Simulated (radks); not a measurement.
The numbers below are computed, except where a source is named.
Species: Ru III. Configuration: [Kr] 4d5 7f1 (not the ground configuration). Level of theory: Dirac Kohn-Sham, LDA (Slater exchange, Perdew-Wang correlation), spin-unpolarised, spherical densities, finite nucleus; open shells fill j = l - 1/2 first; Fermi nuclear charge, rms radius 4.4809 fm (a radial shooting solver on a logarithmic mesh with Libxc functionals).

X-ray form factor f0, the Fourier transform of the density (f0(0) = 42):

| sin(theta)/lambda (1/angstrom) | f0 (electrons) |
|---|---|
| 0.05 | 40.613 |
| 0.1 | 39.208 |
| 0.15 | 37.193 |
| 0.2 | 34.826 |
| 0.25 | 32.354 |
| 0.3 | 29.980 |
| 0.4 | 25.885 |
| 0.5 | 22.770 |
| 0.6 | 20.417 |
| 0.8 | 16.886 |
| 1 | 13.943 |
| 1.25 | 10.823 |
| 1.5 | 8.530 |
| 2 | 6.114 |
